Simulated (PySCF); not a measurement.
Structure problem from calculated spectra and properties.

Formula: C5H9PS.

- 13C NMR: chemical shifts (computed TMS as zero) by class: 135.7 (2 C), 45.7 (2 C), 23.3 (1 C) ppm [GIAO PBE/pcSseg-1]
- NMR, other nuclei: isotropic shieldings of nuclei other than C and H, by class: 257 (1 P), 692 (1 S) ppm [GIAO PBE/pcSseg-1]
- Triplet: lowest triplet excitation (Tamm–Dancoff): 4.21 eV [TDA CAM-B3LYP/def2-SVPD]
- UV, strongest line: among the 10 lowest singlet transitions: S10 at 6.93 eV (179 nm, f = 0.131) [TDDFT CAM-B3LYP/def2-SVPD]
- Valence photoelectron: vertical ionisation energy: 8.38 eV [ΔSCF CAM-B3LYP/def2-SVPD]
- Rotational structure: rotational constants A, B, C: 3.159, 1.339, 1.305 GHz [PBE0-D3(BJ)/def2-SVP]
- UV, first state: lowest singlet excitation: 5.79 eV (214 nm, f = 0.028) [TDDFT CAM-B3LYP/def2-SVPD]
- Dipole: 5.00 D [CAM-B3LYP/def2-SVPD]

Gas-phase values; electronic properties from PySCF, density fitting. Levels stand in brackets. NMR shifts are as computed; neighbouring signals can stand in another order in a measured spectrum. The structure is a single PBE0-D3(BJ)/def2-SVP conformer in the gas phase; no vibrational or solvent corrections. NMR values are class means; diastereotopic atoms form classes of their own.

Question: Give a SMILES that accounts for the data.

Answer: Numbering: `[CH3:1][P:2]1(=[S:3])[CH2:4][CH:5]=[CH:6][CH2:7]1`. 5 carbons fall into 3 classes; from least to most shielded: alkene CH carbon [C5/C6] (135.7 ppm, 2 C), ring sp3 carbon bound to phosphorus [C4/C7] (45.7 ppm, 2 C), chain sp3 carbon bound to phosphorus [C1] (23.3 ppm). The other shieldings belong to: 257 ppm, phosphorus bonded to 3 C and S [P2]; 692 ppm, sulfur bonded to P [S3]. The optimised geometry has point group Cs and is an asymmetric top. Structure: `CP1(=S)CC=CC1`. Computed isomers that give other values at the same levels: `CC1=CCC[P@@H]1=S` (rotational constant A: 2.609 GHz; this holds for the one conformer computed). The assignments are read from this structure; whether some other isomer fits the data as well wasn't checked.
